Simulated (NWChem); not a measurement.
Species: SiH$_{2}$SOF$_{2}$; SMILES O[Si](F)(F)S

```xyz
7

O      1.6359    -0.7518     0.1074
Si     0.0565    -0.3385     0.0554
F     -0.7954    -0.9953     1.2481
F     -0.5818    -0.9544    -1.2899
S     -0.1375     1.7471     0.2104
H      1.8834    -1.6182    -0.2325
H      0.9697     1.9528    -0.5369
```
Atoms are numbered in this order, from 1.

Results from NWChem. Pople sets run with spherical d functions. Structure relaxed at the PBE0/def2-SVP level. Core excitations by TDA in a window of 1s orbitals, non-relativistic and unshifted: absolute energies depend strongly on the exact-exchange share.

Task: Predict the results for Si K edge, B3LYP/6-311G**. Quantities: first 1s excitation (eV); dipole oscillator strength of the first; first state with f > 0.002 (eV); dipole oscillator strength of that state.

Result: 
- first 1s excitation (eV): 1800.2
- dipole oscillator strength of the first: 0.0005
- first state with f > 0.002 (eV): 1801.4
- dipole oscillator strength of that state: 0.0026
